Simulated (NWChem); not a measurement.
System: CH₅ClSSi; SMILES S([SiH2]Cl)C

Here is an NWChem input.

```
start job
memory heap 200 mb stack 900 mb global 1100 mb
geometry units angstroms noautosym nocenter noautoz
  Si     0.896166    -0.459205    -0.240880
  Cl    -0.312365    -2.074177     0.299037
  S      0.237580     1.409855     0.542024
  C     -1.340585     1.652989    -0.386941
  H      2.245931    -0.682124     0.321604
  H      0.898534    -0.443113    -1.723396
  H     -1.169456     1.635492    -1.465893
  H     -1.716245     2.637457    -0.100889
  H     -2.075480     0.894801    -0.109172
end
basis spherical
  Si library def2-svp
  Cl library def2-svp
  S library def2-svp
  C library def2-svp
  H library def2-svp
end
dft
  xc b3lyp
  iterations 150
end
cosmo
  do_cosmo_smd true
  solvent chcl3
end
task dft energy
```

Excerpt of the output:

```
             Northwest Computational Chemistry Package (NWChem) 7.3.0
             --------------------------------------------------------

                             Geometry "geometry" -> ""
                             -------------------------

 Output coordinates in angstroms (scale by  1.889725989 to convert to a.u.)

  No.       Tag          Charge          X              Y              Z
 ---- ---------------- ---------- -------------- -------------- --------------
    1 Si                  14.0000     0.89616600    -0.45920500    -0.24088000
    2 Cl                  17.0000    -0.31236500    -2.07417700     0.29903700
    3 S                   16.0000     0.23758000     1.40985500     0.54202400
    4 C                    6.0000    -1.34058500     1.65298900    -0.38694100
    5 H                    1.0000     2.24593100    -0.68212400     0.32160400
    6 H                    1.0000     0.89853400    -0.44311300    -1.72339600
    7 H                    1.0000    -1.16945600     1.63549200    -1.46589300
    8 H                    1.0000    -1.71624500     2.63745700    -0.10088900
    9 H                    1.0000    -2.07548000     0.89480100    -0.10917200

 Effective nuclear repulsion energy (a.u.)     269.9824271323

                                 NWChem DFT Module
                                 -----------------

 Summary of "ao basis" -> "ao basis" (spherical)
 ------------------------------------------------------------------------------
       Tag                 Description            Shells   Functions and Types
 ---------------- ------------------------------  ------  ---------------------
 Si                         def2-svp                 8       18   4s3p1d
 Cl                         def2-svp                 8       18   4s3p1d
 S                          def2-svp                 8       18   4s3p1d
 C                          def2-svp                 6       14   3s2p1d
 H                          def2-svp                 3        5   2s1p

 in cosmo_initialize ...
 calling solv_data for solv:chcl3

 solvent parameters
 solvname_short: chcl3
 solvname_long:  chloroform
 dielec:        4.7113
 dielecinf:     2.0906
 nonaqueous SMD model solvent descriptors
 dielec:        4.7113
 sola:          0.1500
 solb:          0.0200
 solc:          0.0000
 solg:         38.3900
 solh:          0.7500
 soln:          1.4459

          ---------------
          -cosmo- solvent
          ---------------
 Cosmo: York-Karplus, doi: 10.1021/jp992097l
 dielectric constant -eps-     =   4.71
 screen = (eps-1)/(eps    )    =   0.78774
 surface charge correction     = lagrangian

   van der Waals surface
 --------------------------

 ---------- ATOMIC COORDINATES (A.U.) ------------ VDWR(ANG.) --
     1    1.69350818   -0.86777162   -0.45519720     2.470
     2   -0.59028426   -3.91962618    0.56509799     2.380
     3    0.44896110    2.66423963    1.02427684     2.490
     4   -2.53333831    3.12369627   -0.73121246     1.850
     5    4.24419418   -1.28902745    0.60774344     1.200
     6    1.69798305   -0.83736215   -3.25674621     1.200
     7   -2.20995140    3.09063174   -2.77013610     1.200
     8   -3.24323278    4.98407104   -0.19065257     1.200
     9   -3.92208849    1.69092870   -0.20630517     1.200
 number of segments per atom =        128
 number of   points per atom =        128
 atom (   nspa,  nppa )
 ----------------------
    1 (     56,     0 )       0
    2 (     91,     0 )       0
    3 (     77,     0 )       0
    4 (     40,     0 )       0
    5 (     32,     0 )       0
    6 (     36,     0 )       0
    7 (     49,     0 )       0
    8 (     50,     0 )       0
    9 (     51,     0 )       0
 number of -cosmo- surface points =      482
 molecular surface =    151.026 angstrom**2
 molecular volume  =    149.865 angstrom**3
 -lineq- algorithm             =   0
 -bem- low  level              =   3
 -bem- from -octahedral-
 gaussian surface charge width =   4.50000
 degree of switching           =   1.00000
 switching function tolerance  =   0.00010
 atomic radii =
 --------------
    1 14.000  2.470
    2 17.000  2.380
    3 16.000  2.490
    4  6.000  1.850
    5  1.000  1.200
    6  1.000  1.200
    7  1.000  1.200
    8  1.000  1.200
    9  1.000  1.200
 ...... end of -cosmo- initialization ......

[...]

                                COSMO-SMD solvation results
                                ---------------------------

             internal energy in gas <Psi(g)|H|Psi(g)> =     -1188.726735283681
         internal energy in solvent <Psi(s)|H|Psi(s)> =     -1188.726378116560
                               delta internal energy  =         0.000357167122 (    0.22 kcal/mol)
   total free energy in solvent <Psi(s)|H+V/2|Psi(s)> =     -1188.730031159453
 polarization energy contribution <Psi(s)|V/2|Psi(s)> =        -0.003653042893 (   -2.29 kcal/mol)
    total free energy in solvent including G(SMD-CDS) =     -1188.733492936434
                       G(SMD-CDS) energy contribution =        -0.003461776980 (   -2.17 kcal/mol)
     1 M fixed-concentration free energy of solvation =        -0.006757652752 (   -4.24 kcal/mol)

                       DFT Final Molecular Orbital Analysis
                       ------------------------------------

 Vector   27  Occ=2.000000D+00  E=-3.129732D-01
              MO Center=  1.7D-01, -1.6D+00,  1.4D-01, r^2= 2.9D+00
   Bfn.  Coefficient  Atom+Function         Bfn.  Coefficient  Atom+Function
  ----- ------------  ---------------      ----- ------------  ---------------
    31      0.395653  2 Cl pz                29      0.379587  2 Cl px
    28      0.288397  2 Cl pz                26      0.276805  2 Cl px
    69     -0.213852  5 H  s                 70     -0.174416  5 H  s
    25      0.167895  2 Cl pz                23      0.161149  2 Cl px
    30     -0.154061  2 Cl py                74      0.147672  6 H  s

 Vector   28  Occ=2.000000D+00  E=-3.023684D-01
              MO Center=  6.1D-02,  1.3D-02,  2.1D-01, r^2= 4.8D+00
   Bfn.  Coefficient  Atom+Function         Bfn.  Coefficient  Atom+Function
  ----- ------------  ---------------      ----- ------------  ---------------
    48      0.311894  3 S  py                31      0.288373  2 Cl pz
    45      0.244428  3 S  py                49      0.239854  3 S  pz
    30      0.235301  2 Cl py                28      0.209303  2 Cl pz
    46      0.184597  3 S  pz                27      0.173951  2 Cl py
    74      0.167171  6 H  s                 29     -0.151915  2 Cl px

 Vector   29  Occ=2.000000D+00  E=-2.534216D-01
              MO Center=  1.4D-01,  1.2D+00,  3.8D-01, r^2= 2.4D+00
   Bfn.  Coefficient  Atom+Function         Bfn.  Coefficient  Atom+Function
  ----- ------------  ---------------      ----- ------------  ---------------
    49      0.453467  3 S  pz                46      0.318266  3 S  pz
    47     -0.303060  3 S  px                48     -0.284203  3 S  py
    44     -0.213518  3 S  px                45     -0.196203  3 S  py
    43      0.180964  3 S  pz                30     -0.147857  2 Cl py
    89     -0.124921  9 H  s                 41     -0.121342  3 S  px

 Vector   30  Occ=0.000000D+00  E= 4.833893D-03
              MO Center=  1.9D-01,  1.5D-01, -1.1D-01, r^2= 4.6D+00
   Bfn.  Coefficient  Atom+Function         Bfn.  Coefficient  Atom+Function
  ----- ------------  ---------------      ----- ------------  ---------------
    57      0.813467  4 C  s                 11      0.747545  1 Si px
     3     -0.507794  1 Si s                 30      0.423683  2 Cl py
    48     -0.388064  3 S  py                85     -0.386034  8 H  s
    22      0.378906  2 Cl s                 12      0.292970  1 Si py
    70     -0.283481  5 H  s                 90     -0.263019  9 H  s

 Vector   31  Occ=0.000000D+00  E= 3.074348D-02
              MO Center=  4.8D-01,  8.0D-02, -1.2D-02, r^2= 4.6D+00
   Bfn.  Coefficient  Atom+Function         Bfn.  Coefficient  Atom+Function
  ----- ------------  ---------------      ----- ------------  ---------------
    40      1.017776  3 S  s                 12     -0.767322  1 Si py
    13     -0.726740  1 Si pz                57     -0.513930  4 C  s
    48     -0.496771  3 S  py                49     -0.413768  3 S  pz
    75     -0.404771  6 H  s                 61     -0.360190  4 C  px
    11      0.308893  1 Si px                 4     -0.291015  1 Si s

 Vector   32  Occ=0.000000D+00  E= 3.192180D-02
              MO Center=  5.1D-01,  1.4D-01, -2.0D-01, r^2= 5.2D+00
   Bfn.  Coefficient  Atom+Function         Bfn.  Coefficient  Atom+Function
  ----- ------------  ---------------      ----- ------------  ---------------
    57      1.045315  4 C  s                 12     -0.913770  1 Si py
    47      0.538101  3 S  px                13      0.524636  1 Si pz
    80     -0.493682  7 H  s                 75      0.429225  6 H  s
    70     -0.398235  5 H  s                 22     -0.392939  2 Cl s
    85     -0.379686  8 H  s                 29     -0.334929  2 Cl px

     Multipole analysis of the density
     ---------------------------------

     L   x y z        total         alpha         beta         nuclear
     -   - - -        -----         -----         ----         -------
     0   0 0 0     -0.000000    -29.000000    -29.000000     58.000000

     1   1 0 0     -0.229024     -1.226779     -1.226779      2.224534
     1   0 1 0      0.485269      5.129232      5.129232     -9.773194
     1   0 0 1     -0.582852     -5.000908     -5.000908      9.418963

     2   2 0 0    -32.555009    -86.021710    -86.021710    139.488411
     2   1 1 0     -2.929739     21.586467     21.586467    -46.102672
     2   1 0 1      0.243721     -3.182168     -3.182168      6.608058
     2   0 2 0    -36.352072   -259.902025   -259.902025    483.451977
     2   0 1 1     -0.747700      4.667707      4.667707    -10.083114
     2   0 0 2    -35.212252    -41.132227    -41.132227     47.052201
```

Level: B3LYP/def2-SVP, SMD on the gas-phase geometry. All runs use the structure optimised with B3LYP/6-31G* (spherical d). Solvent: chloroform.
